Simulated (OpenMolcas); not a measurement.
An atom or ion with 31 electrons was computed by SS-RASPT2, IPEA 0.25 Eh, imaginary shift 0.1 Eh with spin-orbit coupling (OpenMolcas, ANO-RCC-VTZP, DKH2). The lowest levels that the run gave, each within 12 % of the measured value where one is at hand:

| J | Parity | E (cm-1) | g |
| --- | --- | --- | --- |
| 1/2 | odd | 0.0 | 0.666 |
| 3/2 | odd | 7330 | 1.334 |
| 1/2 | even | 104470 | 2.665 |
| 3/2 | even | 107450 | 1.733 |
| 5/2 | even | 111410 | 1.596 |
| 3/2 | even | 140020 | 0.803 |
| 5/2 | even | 140710 | 1.206 |
| 1/2 | even | 171110 | 1.848 |
| 1/2 | even | 182900 | 0.826 |
| 3/2 | even | 186580 | 1.332 |

Q: Which ion is it, and what are the configurations and terms?

A: Kr⁵⁺ (Z = 36, charge +5; active space 3 electrons in 9 orbitals (RAS2 4s 4p; RAS3 4d, at most 2 electrons)). J, parity and g give the terms where levels are pure, and mixed ones are named by the computed weights; the size of the splittings, set against known spectra of the 31-electron sequence, gives the charge. In order, with the measured energies in cm-1 (Saloman, J. Phys. Chem. Ref. Data 36, 215 (2007)): 4s2 4p 2P* 1/2, 4s2 4p 2P* 3/2 (8110), 4s 4p2 4P 1/2 (107836), 4s 4p2 4P 3/2 (111193), 4s 4p2 4P 5/2 (115479), 4s 4p2 2D 3/2 (141672), 4s 4p2 2D 5/2 (142727), 4s 4p2 2S 1/2 (170084), 4s 4p2 2P 1/2 (180339), 4s 4p2 2P 3/2 (183817).

Active for correlation alone: 4d; no level in the range computed is led by a configuration that fills it, so any true level of that kind is missing. Measured partners are found by configuration, term and J. A level has none where our copy of the source lacks it or the pairing is in doubt (some pairs that miss far off the trend of their configuration count as doubtful), and it then counts in no deviation. Levels of configurations outside the active space are missing.

* marks odd parity.
